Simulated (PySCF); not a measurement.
Nuclear quadrupole coupling in `CN[Si@H]1C=C[Si@H](N)C=C1`

C₅H₁₂N₂Si₂.
Atom-mapped SMILES: `[CH3:1][NH:2][Si@H:3]1[CH:4]=[CH:5][Si@H:6]([NH2:7])[CH:8]=[CH:9]1` (hydrogens: H10, H11, H12 on C1; H13 on N2; H14 on Si3; H15 on C4; H16 on C5; H17 on Si6; H18, H19 on N7; H20 on C8; H21 on C9)

Structure used (GFN2-xTB), in Å, numbered top down from 1:
```xyz
21
C5H12N2Si2 angstrom
C     -3.509    0.138    0.448
N     -2.329   -0.684    0.561
Si    -0.972   -0.495   -0.494
C     -0.246    1.247   -0.547
C      0.982    1.573   -0.151
Si     2.206    0.340    0.563
N      3.624    0.409   -0.425
C      1.551   -1.417    0.455
C      0.314   -1.733    0.087
H     -4.369   -0.373    0.885
H     -3.398    1.112    0.940
H     -3.709    0.313   -0.607
H     -2.151   -0.948    1.518
H     -1.480   -0.830   -1.839
H     -0.896    2.029   -0.934
H      1.302    2.609   -0.221
H      2.431    0.676    1.992
H      4.034    1.309   -0.619
H      4.353   -0.269   -0.271
H      2.233   -2.212    0.742
H      0.020   -2.778    0.070
```

Field gradients from the PBE0/pcSseg-1 density (PySCF, non-relativistic), principal values in atomic units, ordered |Vxx| ≤ |Vyy| ≤ |Vzz|:

| atom | Vxx | Vyy | Vzz |
| --- | --- | --- | --- |
| N2 | 0.3306 | 0.7186 | -1.0492 |
| N7 | 0.3094 | 0.6263 | -0.9357 |

Task: Find the asymmetry η = (Vxx − Vyy)/Vzz and the couplings χ = eQV/h (234.96 MHz × Q in barn × V in au), with Q(14N) = 0.02044 b.

Result: 
| atom | environment | nucleus | η | χzz (MHz) | χxx (MHz) | χyy (MHz) |
| --- | --- | --- | --- | --- | --- | --- |
| N2 | silicon-bound nitrogen | 14N | 0.37 | -5.04 | 1.59 | 3.45 |
| N7 | silicon-bound nitrogen | 14N | 0.34 | -4.494 | 1.486 | 3.008 |

The tensor is traceless: Vxx + Vyy + Vzz = 0.

Task: What is Vzz at N7 in SI units (1 au = 9.71736 × 10²¹ V/m²)?

Result: -0.9357 au = -9.093 × 10²¹ V/m².

Task: And the gradient at the other heavy atoms, for which no coupling is worked out here?

Result: 
```json
{"atom": "C1", "environment": "N-methyl carbon", "Vzz (au)": "0.225", "η": "0.05"}
{"atom": "Si3", "environment": "SiH silicon", "Vzz (au)": "0.177", "η": "0.65"}
{"atom": "C4", "environment": "alkene CH carbon", "Vzz (au)": "0.404", "η": "0.41"}
{"atom": "C5", "environment": "alkene CH carbon", "Vzz (au)": "0.389", "η": "0.42"}
{"atom": "Si6", "environment": "SiH silicon", "Vzz (au)": "0.180", "η": "0.21"}
{"atom": "C8", "environment": "alkene CH carbon", "Vzz (au)": "0.403", "η": "0.41"}
{"atom": "C9", "environment": "alkene CH carbon", "Vzz (au)": "0.395", "η": "0.37"}
```

Task: What couplings would deuterons (Q(2H) = 0.00286 b) have in place of the hydrogens, at this geometry?

Result: 
| atom | bonded to | bond length (Å) | Vzz (au) | η | χzz (kHz) |
| --- | --- | --- | --- | --- | --- |
| H10 | C1 | 1.092 | 0.3037 | 0.05 | 204 |
| H11 | C1 | 1.096 | 0.2943 | 0.04 | 198 |
| H12 | C1 | 1.088 | 0.3095 | 0.07 | 208 |
| H13 | N2 | 1.009 | 0.4205 | 0.18 | 283 |
| H14 | Si3 | 1.476 | 0.1532 | 0.03 | 103 |
| H15 | C4 | 1.088 | 0.3184 | 0.03 | 214 |
| H16 | C5 | 1.087 | 0.3217 | 0.03 | 216 |
| H17 | Si6 | 1.486 | 0.1460 | 0.01 | 98 |
| H18 | N7 | 1.007 | 0.4304 | 0.17 | 289 |
| H19 | N7 | 1.007 | 0.4306 | 0.17 | 289 |
| H20 | C8 | 1.087 | 0.3206 | 0.03 | 215 |
| H21 | C9 | 1.086 | 0.3223 | 0.02 | 217 |

The structure is a single GFN2-xTB conformer in the gas phase; no vibrational or solvent corrections. GFN2-xTB bond lengths can be off by several hundredths of an ångström, more for odd bonds, and the gradients follow them. The small basis limits the accuracy of the gradients.
